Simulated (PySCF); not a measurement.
Species: C7H14N2.
Structure used (GFN2-xTB), in Å, numbered top down from 1:
```xyz
23
C7H14N2 angstrom
C     -3.3745   -0.3785    0.5466
C     -2.0170    0.3026    0.6678
C     -1.1050    0.0017   -0.5286
C     -0.6354   -1.4364   -0.5403
N      0.6130   -1.5691   -0.3428
N      1.1942   -0.3711   -0.1321
C      2.5766   -0.2368   -0.5081
C      3.2964    0.7676    0.3842
C      0.2561    0.7150   -0.4293
H     -3.2662   -1.4597    0.5433
H     -4.0101   -0.1025    1.3849
H     -3.8719   -0.0799   -0.3743
H     -1.5206   -0.0253    1.5842
H     -2.1630    1.3843    0.7306
H     -1.6403    0.2530   -1.4502
H     -1.2716   -2.2911   -0.6601
H      3.0238   -1.2266   -0.3999
H      2.6695    0.0742   -1.5625
H      4.3472    0.8170    0.1118
H      3.2162    0.4675    1.4254
H      2.8639    1.7590    0.2739
H      0.2794    1.4540    0.3745
H      0.5346    1.2081   -1.3707
```

Definitions: NICS(0) = −σiso at the ring centroid; NICS(1) = −σiso and NICS(1)zz = −σzz at ±1 Å along the ring normal z. Level: GIAO PBE0/pcSseg-1 (PySCF, non-relativistic, gas phase) on the GFN2-xTB geometry, one conformer.

Ring bond lengths (Å), with Mayer bond orders in brackets: C3–C4 1.513 (0.96), C4–N5 1.271 (1.81), N5–N6 1.348 (1.10), N6–C9 1.466 (0.88), C9–C3 1.540 (1.01).

Problem. What do the NICS probes read (ppm)?

Solution. 
```
          ring                                                       type  NICS(0)  NICS(1), two faces  NICS(1)zz, two faces  rms pucker (Å)  centre to ring atoms, mean (Å)
C3–C4–N5–N6–C9  5-membered ring with 2 N; formal bonds 1 double, 4 single     -2.8         -2.5 / -3.5           -2.5 / -3.2            0.06                            1.21
```

Problem. What can be read from them?

Solution. 
- C3–C4–N5–N6–C9: mean NICS(1)zz -2.8 ppm, near zero. C3, C9 have four or more neighbours, so the value isn't read as a sign of a π ring current.
